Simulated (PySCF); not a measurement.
A structure optimised at PBE0-D3(BJ)/def2-SVP, used in a PySCF frequency run:

```
Si
F 1 1.6171
F 1 1.6192 2 107.16
H 1 1.4843 2 108.22 3 -116.75
Si 1 2.3387 4 115.39 2 121.76
H 5 1.4898 1 111.46 4 -170.84
H 5 1.4906 6 109.87 1 123.76
Cl 5 2.0755 6 109.45 7 119.60
```
Charge 0, spin multiplicity 1.

Write its SMILES and formula.

F[SiH](F)[SiH2]Cl, ClF2H3Si2

What are its rotational constants (standard atomic weights)?

4.5904, 1.1915, 1.0276 GHz
